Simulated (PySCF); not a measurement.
Molecule: `InChI=1S/C3H11NSi2/c4-6-3-1-2-5-6/h6H,1-5H2/t6-/m1/s1`.

Geometry:
| atom | x (Å) | y (Å) | z (Å) |
| --- | --- | --- | --- |
| N1 | 2.040 | -0.273 | 0.934 |
| Si2 | 1.143 | 0.000 | -0.534 |
| C3 | -0.201 | -1.330 | -0.711 |
| C4 | -1.381 | -0.931 | 0.186 |
| C5 | -1.890 | 0.481 | -0.142 |
| Si6 | -0.418 | 1.699 | -0.129 |
| H7 | 2.685 | -1.054 | 0.994 |
| H8 | 2.416 | 0.529 | 1.428 |
| H9 | 1.976 | 0.089 | -1.783 |
| H10 | 0.182 | -2.332 | -0.453 |
| H11 | -0.521 | -1.376 | -1.768 |
| H12 | -2.203 | -1.663 | 0.100 |
| H13 | -1.051 | -0.965 | 1.240 |
| H14 | -2.698 | 0.792 | 0.539 |
| H15 | -2.316 | 0.494 | -1.162 |
| H16 | -0.564 | 2.783 | -1.150 |
| H17 | -0.234 | 2.344 | 1.212 |

Geometry PBE0-D3(BJ)/def2-SVP throughout; GIAO in PySCF 2.14.0 with density-fitted response routines, gas phase, one conformer, non-relativistic; equivalent atoms averaged; basis pcSseg-1.

For orientation, B97-2 gives these absolute shieldings σ: N1 255.5, Si2 374.3, H16 27.75, H17 27.88, H12 29.18, H14 30.00, H7/H8 31.43, H15 31.03, H11 31.26 ppm.

A run gave: N1 247.8, Si2 340.6, H16 27.67, H17 27.84, H12 29.06, H14 29.87, H7/H8 31.47, H15 30.96, H11 31.20 ppm (absolute shieldings σ).

Question: Which functional was used in that run?
A. BP86
B. CAM-B3LYP
C. BLYP
D. PBE

Answer: C. Si2 tells them apart best: BLYP gives 340.6, PBE gives 350.8, BP86 gives 349.9, CAM-B3LYP gives 361.1 ppm.
